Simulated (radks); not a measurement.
Spherical jellium clusters: N electrons in a uniform positive sphere of charge N and radius rs N^(1/3), rs = 2 bohr. Method: non-relativistic Kohn-Sham, LDA (Slater exchange, Perdew-Wang correlation), spin-polarised, spherical densities; computed with a radial shooting solver with Libxc functionals. Levels are named by radial order and angular momentum (1s, 1p, 1d, 2s, ...), and open shells are averaged over m.

N = 13, configuration 1s2 1p6 1d(up 5, down 0). This is the lowest configuration that the search found. Occupied and some empty levels:

level    occupation  eigenvalue (eV)  <r> (bohr)
1s up             1          -12.111       2.979
1s down           1          -11.356       2.874
1p up             3          -8.1597       3.788
1p down           3          -7.1345       3.759
1d up             5          -3.8742       4.618
2s up             0          -3.3842       4.808
1d down           0          -2.8177       4.735
2s down           0          -2.7371       5.023
2p up             0         -0.71475       7.902
2p down           0         -0.38158       9.049

Energy (eV): total 0.782006, kinetic 75.437, external -1102.5, Hartree 521.81, exchange-correlation -80.669, background 586.74.

Electron density:

r (bohr)  n(r) (e/bohr^3)
0.169             0.01860
0.592             0.01988
1.02              0.02231
1.44              0.02535
1.86              0.02826
2.29              0.03021
2.71              0.03044
3.13              0.02854
3.56              0.02464
3.98              0.01942
4.41              0.01398
4.83             0.009255
5.25             0.005783
5.68             0.003490
6.10             0.002058
6.52             0.001197
6.95            0.0006906
7.37            0.0003961
7.79            0.0002265
8.22            0.0001296
